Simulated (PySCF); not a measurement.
Radial density of O²⁺ (oxygen, charge +2)

UHF, [He] 2s2 2p2, high-spin 3P determinant. Calculation: PySCF 2.14, in aug-cc-pVQZ-DK; the spin-free X2C one-electron Hamiltonian (Gaussian nucleus).

```
r (bohr)  4πr²ρ (e/bohr)  4πr²(ρα − ρβ)
 0.00307         0.03817         0.0000
 0.00517          0.1021         0.0000
 0.00870          0.2691         0.0000
  0.0146          0.6850         0.0000
  0.0246           1.641         0.0004
  0.0414           3.537         0.0022
  0.0696           6.379         0.0116
   0.117           8.550         0.0568
   0.197           7.085         0.2366
   0.331           3.375         0.8029
   0.557           3.250         1.7302
   0.937           3.734         1.7460
    1.58           1.208         0.5333
    2.65         0.05697         0.0264
    4.46       0.0001954         0.0001
```

Densities and radii are taken from the X2C orbitals without a picture-change correction, which distorts them close to the nucleus.
